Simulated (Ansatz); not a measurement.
Cost and result for the atomization energy of `C#[C][Al]([CH3])[CH3]` (12 atoms, 11 bonds).

```
atom   x (Å)   y (Å)   z (Å)
  C1  -1.489   2.007  -1.776
  C2  -0.902   1.212  -1.075
 Al3   0.024  -0.052   0.032
  C4  -0.558  -1.910   0.027
  C5   1.506   0.614   1.106
  H6  -2.005   2.707  -2.393
  H7  -0.834  -2.236   1.036
  H8   0.253  -2.571  -0.296
  H9  -1.415  -2.083  -0.628
 H10   1.157   1.374   1.814
 H11   2.254   1.106   0.475
 H12   2.009  -0.170   1.678
```

The species carries charge 0 and has multiplicity 1. The geometry is a stationary point of PBE0-D4/def2-TZVP. Program: Ansatz. All runs use 4 threads of an Arm Neoverse V1 on a shared host. Times are those of one run each, without the atoms' runs, and a repeat can differ threefold. Electronic energies, without spin–orbit coupling; frozen cores. CCSD(T)/CBS adds CCSD(T) − MP2 in def2-TZVPP to the MP2 limit, and its time is that of the two runs behind it. T1 = 0.011. B3LYP takes the VWN-RPA correlation (the form of Gaussian; ORCA's B3LYP/G). HSE06 is the plane-wave form, built on full-range PBE exchange.

CCSD(T)/CBS is a level of theory with its own doubt, some kJ/mol a heavy atom from the limit and from the frozen cores, so smaller differences don't rank the functionals.

| level | functions | wall time |
| --- | --- | --- |
| PBE-D4/def2-TZVPP (with forces) | 264 | 2.6 s |
| HSE06-D4/def2-TZVPP | 264 | 3.2 s |
| BHLYP-D4/def2-TZVPP | 264 | 3.3 s |
| CAM-B3LYP-D4/def2-TZVPP | 264 | 3.4 s |
| B3LYP-D4/def2-TZVPP (with forces) | 264 | 4.6 s |
| CCSD(T)/def2-SVP | 109 | 4.7 s |
| r2SCAN-D4/def2-TZVPP (with forces) | 264 | 4.9 s |
| r2SCANh-D4/def2-TZVPP | 264 | 4.9 s |
| ωB97X-V/def2-TZVPP | 264 | 8 s |
| ωB97M-V/def2-TZVPP (with forces) | 264 | 12 s |
| MP2/def2-QZVPP | 508 | 23 s |
| CCSD(T)/def2-TZVPP | 264 | 2.4 min |
| CCSD(T)/CBS(def2) | – | 2.8 min |

**Question.** What atomization energy does each give, and how far from CCSD(T)/CBS? (Best estimate.)

**Answer.** The calculation gave: 
| level | atomization (kJ/mol) | difference from CCSD(T)/CBS | per bond |
| --- | --- | --- | --- |
| PBE-D4/def2-TZVPP (with forces) | 4811.1 | 80.5 | 7.3 |
| HSE06-D4/def2-TZVPP | 4747.9 | 17.3 | 1.6 |
| BHLYP-D4/def2-TZVPP | 4614.1 | -116.5 | -10.6 |
| CAM-B3LYP-D4/def2-TZVPP | 4741.9 | 11.3 | 1.0 |
| B3LYP-D4/def2-TZVPP (with forces) | 4729.4 | -1.2 | -0.1 |
| CCSD(T)/def2-SVP | 4520.9 | -209.7 | -19.1 |
| r2SCAN-D4/def2-TZVPP (with forces) | 4747.0 | 16.4 | 1.5 |
| r2SCANh-D4/def2-TZVPP | 4722.5 | -8.1 | -0.7 |
| ωB97X-V/def2-TZVPP | 4724.9 | -5.7 | -0.5 |
| ωB97M-V/def2-TZVPP (with forces) | 4742.9 | 12.3 | 1.1 |
| MP2/def2-QZVPP | 4761.7 | 31.1 | 2.8 |
| CCSD(T)/def2-TZVPP | 4622.5 | -108.1 | -9.8 |
| CCSD(T)/CBS(def2) | 4730.6 | 0.0 | 0.0 |

In def2-TZVPP, CCSD(T) changes the Hartree–Fock value by +1058.2 kJ/mol (the triples alone add +67.5 kJ/mol) and MP2 by +1133.6 kJ/mol; breaking electron pairs costs correlation energy, which Hartree–Fock lacks. At CCSD(T), def2-SVP lies −209.7 kJ/mol from the extrapolated value and def2-TZVPP −108.1 kJ/mol: correlation converges slowly with the basis, and small sets miss more of it in the bonded molecule than in its fragments. Leaving LDA and LC-ωPBE aside and taking each functional with its dispersion term where it has one, the values spread over 197.0 kJ/mol, from BHLYP-D4 to PBE-D4. LDA lies +529.6 kJ/mol from PBE without D4, its usual overbinding.
